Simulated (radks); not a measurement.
Results of a calculation; reference values are marked as such.
Gd16+, 48 electrons, occupied as [Kr] 4d10 4f2 (the NIST ground configuration).

Level of theory: Dirac Kohn-Sham, LB94 model potential, spin-unpolarised, spherical densities, finite nucleus; open shells fill j = l - 1/2 first; Fermi nuclear charge, rms radius 5.1569 fm (a radial shooting solver on a logarithmic mesh with Libxc functionals).

Energy parts (eV):
kinetic: 333120.42
electron-nucleus: -731959.59
Hartree: 100616.42
(The LB94 potential has no energy functional, so no total or exchange-correlation energy is given.)

Orbitals (lengths in bohr, moments of r in powers of bohr; r(max) is where P^2 peaks):
\begin{tabular}{lrrrrrr}
orbital & occ. & eigenvalue (eV) & r(max) & <r> & <r^2> & <r^4> \\ \hline
1s1/2 & 2 & -50602.80 & 0.01391 & 0.02188 & 0.0006531 & 1.134e-06 \\
2s1/2 & 2 & -8672.328 & 0.07909 & 0.09259 & 0.01018 & 0.0001794 \\
2p1/2 & 2 & -8261.776 & 0.05969 & 0.07726 & 0.007379 & 0.0001107 \\
2p3/2 & 4 & -7559.610 & 0.06556 & 0.08411 & 0.008612 & 0.0001456 \\
3s1/2 & 2 & -2216.910 & 0.2244 & 0.2434 & 0.06776 & 0.006920 \\
3p1/2 & 2 & -2036.863 & 0.2116 & 0.2329 & 0.06305 & 0.006275 \\
3p3/2 & 4 & -1892.963 & 0.2239 & 0.2458 & 0.06998 & 0.007670 \\
3d3/2 & 4 & -1579.912 & 0.1778 & 0.2179 & 0.05582 & 0.005535 \\
3d5/2 & 6 & -1548.465 & 0.1813 & 0.2219 & 0.05776 & 0.005890 \\
4s1/2 & 2 & -720.6842 & 0.5109 & 0.5421 & 0.3311 & 0.1570 \\
4p1/2 & 2 & -649.9721 & 0.5137 & 0.5502 & 0.3435 & 0.1727 \\
4p3/2 & 4 & -615.9639 & 0.5391 & 0.5768 & 0.3769 & 0.2068 \\
4d3/2 & 4 & -498.0619 & 0.5411 & 0.5951 & 0.4069 & 0.2542 \\
4d5/2 & 6 & -491.5155 & 0.5490 & 0.6034 & 0.4180 & 0.2677 \\
4f5/2 & 2 & -348.9736 & 0.5079 & 0.6296 & 0.4636 & 0.3736 \\
4f7/2 & 0 & -347.7203 & 0.5112 & 0.6331 & 0.4686 & 0.3808 \\
\end{tabular}

The highest occupied level is 4f5/2 at -348.97 eV. Summed over all electrons, <r^2> = 9.102 bohr^2, which gives a Langevin (diamagnetic) susceptibility term of -7.21 x 10^-6 cm^3/mol. The density falls to 0.001 e/bohr^3 at r = 1.69 bohr.
